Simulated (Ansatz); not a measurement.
## Two structures, one formula

Two isomers of BH₂Te, doublet, relaxed at PBE0-D4/def2-TZVP (vibrations not checked).

A:

```xyz
4
angstrom
B -0.1998 0.0443 -0.1057
Te 1.6017 -0.3553 0.8473
H -1.1444 -0.6460 0.1314
H -0.2575 0.9570 -0.8730
```

B:

| atom | x (Å) | y (Å) | z (Å) |
| --- | --- | --- | --- |
| B1 | -0.4929 | 0.2260 | -0.1911 |
| Te2 | 0.9204 | 1.7278 | 0.0426 |
| H3 | 1.0854 | 1.5529 | 1.6892 |
| H4 | -1.0101 | -0.1228 | -1.2051 |

Computed with Ansatz 0.2.0 (basis: def2-TZVPP); correlated methods freeze the cores; orbitals are unrestricted. Filled d shells of the heavier atoms are correlated. Core potentials replace the inner electrons of the atoms past krypton. The def2 sets are not built for correlating such inner shells, so the correlated values are less sure here. B3LYP uses VWN-RPA correlation.

Q: Which structure is lower at CCSD(T), and by how much? (To be estimated.)

A: The calculation gives: A, by 1.557 eV (electronic energy, against the other). By their contacts, A is BH₂Te ([BH2][Te]) and B is BH₂Te ([BH][TeH]).

All methods give the same order:

```tsv
method	E(B) − E(A) (eV)
PBE-D4	1.470
r2SCAN-D4	1.458
PBE0-D4	1.511
B3LYP-D4	1.575
wB97M-V	1.700
HF	1.636
MP2	1.571
CCSD	1.586
CCSD(T)	1.557
```

The T1 diagnostic stays at or below 0.018. ⟨S²⟩ of the unrestricted Hartree–Fock references: 0.76 to 0.77 (a pure state has 0.75).

Labels in which every atom is bracketed show which atoms are joined, not bond orders.
